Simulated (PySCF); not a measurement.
Mg₂O, SMILES [Mg][O][Mg] (connectivity only; charge and spin as stated), neutral, multiplicity 1.

Geometry: PBE0-D3(BJ)/def2-TZVP.

The numbers are results of TDA-PBE0/def2-TZVPD run with PySCF 2.14.0, not measurements.

Vertical excitations; the highest root listed may be one member of a degenerate set.  State labels are in the subgroup D2h.

**Question.** List the lowest excited states. (The exact figures need the calculation; the answer reports its results.)

**Answer.** 
```json
[
 {"state": "S1", "symmetry": "B2g", "energy (eV)": "2.66", "λ (nm)": "466", "f": "0.000", "main pairs": "HOMO−1→LUMO (degenerate set)"},
 {"state": "S2", "symmetry": "B3g", "energy (eV)": "2.66", "λ (nm)": "466", "f": "0.000", "main pairs": "HOMO−2→LUMO (degenerate set)"},
 {"state": "S3", "symmetry": "B1u", "energy (eV)": "3.03", "λ (nm)": "409", "f": "2.410", "main pairs": "HOMO→LUMO 84 %"},
 {"state": "S4", "symmetry": "B2u", "energy (eV)": "3.43", "λ (nm)": "362", "f": "0.566", "main pairs": "HOMO→LUMO+1 (degenerate set)"},
 {"state": "S5", "symmetry": "B3u", "energy (eV)": "3.43", "λ (nm)": "362", "f": "0.566", "main pairs": "HOMO→LUMO+2 (degenerate set)"},
 {"state": "S6", "symmetry": "B2g", "energy (eV)": "3.50", "λ (nm)": "354", "f": "0.000", "main pairs": "HOMO→LUMO+3 (degenerate set)"},
 {"state": "S7", "symmetry": "B3g", "energy (eV)": "3.50", "λ (nm)": "354", "f": "0.000", "main pairs": "HOMO→LUMO+4 (degenerate set)"},
 {"state": "S8", "symmetry": "Ag", "energy (eV)": "3.92", "λ (nm)": "316", "f": "0.000", "main pairs": "HOMO→LUMO+5 97 %"},
 {"state": "S9", "symmetry": "B1u", "energy (eV)": "4.40", "λ (nm)": "281", "f": "0.005", "main pairs": "HOMO→LUMO+6 91 %"},
 {"state": "S10", "symmetry": "Ag", "energy (eV)": "4.86", "λ (nm)": "255", "f": "0.000", "main pairs": "HOMO−3→LUMO 46 %, HOMO→LUMO+7 39 %"},
 {"state": "T1", "symmetry": "B2g", "energy (eV)": "2.40", "λ (nm)": "516", "f": "0", "main pairs": "HOMO−1→LUMO, HOMO→LUMO+3 (degenerate set)"},
 {"state": "T2", "symmetry": "B3g", "energy (eV)": "2.40", "λ (nm)": "516", "f": "0", "main pairs": "HOMO−2→LUMO, HOMO→LUMO+4 (degenerate set)"},
 {"state": "T3", "symmetry": "B2u", "energy (eV)": "2.61", "λ (nm)": "476", "f": "0", "main pairs": "HOMO→LUMO+1 (degenerate set)"},
 {"state": "T4", "symmetry": "B3u", "energy (eV)": "2.61", "λ (nm)": "476", "f": "0", "main pairs": "HOMO→LUMO+2 (degenerate set)"}
]
```
Triplets are in the Tamm–Dancoff approximation.
